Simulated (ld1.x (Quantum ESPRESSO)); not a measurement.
**Which change was made? (Ne, TM)**

Ne (Z = 10), norm-conserving Troullier–Martins (Kleinman–Bylander form), made with ld1.x (Quantum ESPRESSO) 7.5 (BP86, scalar-relativistic). Core [He], reference 2s2 2p6. Waves: 2p (bound): rc 1.30 bohr; 2s (bound): rc 0.70 bohr. Local part: the s channel. Core correction: Bessel-smoothed model core, default radius (core density twice the valence density).

Cutoffs, loose and tight: the cutoffs (Ry, on a coarse ladder) from which the occupation-weighted sum of valence levels, in a spherical-Bessel basis at the reference potential, stays within 10 and 1 mRy of its value at 400 Ry. They do not see the model core or the augmentation charge, which bear on the density cutoff. Test errors are all-electron minus pseudo excitation energies from the reference, over the configurations 2s2 2p5; 2s2 2p4; 2s2 2p3; 2s1 2p6; 2s2 2p5.5; 2s2 2p2; variants that change the core or the reference have their own tests.

The base gives: outcome: generated; cutoff, loose: 200 Ry; cutoff, tight: 300 Ry; bound ghosts: none; largest test error (meV): +2292.

(1) After one change the result is: outcome: generated; cutoff, loose: 160 Ry; cutoff, tight: 260 Ry; bound ghosts: none; largest test error (meV): +3144. Which change was it?
A. wave 2p (bound): rc 1.30 bohr becomes 2p (bound): rc 1.10 bohr
B. reference 2s2 2p5
C. wave 2p (bound): rc 1.30 bohr becomes 2p (bound): rc 1.60 bohr
D. all radii but the core radius scaled by about 1.09 (s 0.76, p 1.42 bohr)

Answers

(1) D. The others give: wave 2p (bound): rc 1.30 bohr becomes 2p (bound): rc 1.10 bohr → outcome: generated; cutoff, loose: 200 Ry; cutoff, tight: 300 Ry; bound ghosts: none; largest test error (meV): +1081 | wave 2p (bound): rc 1.30 bohr becomes 2p (bound): rc 1.60 bohr → outcome: generated; cutoff, loose: 180 Ry; cutoff, tight: 300 Ry; bound ghosts: none; largest test error (meV): +5006 | reference 2s2 2p5 → outcome: generated; cutoff, loose: 200 Ry; cutoff, tight: 300 Ry; bound ghosts: none; largest test error (meV): +1816.
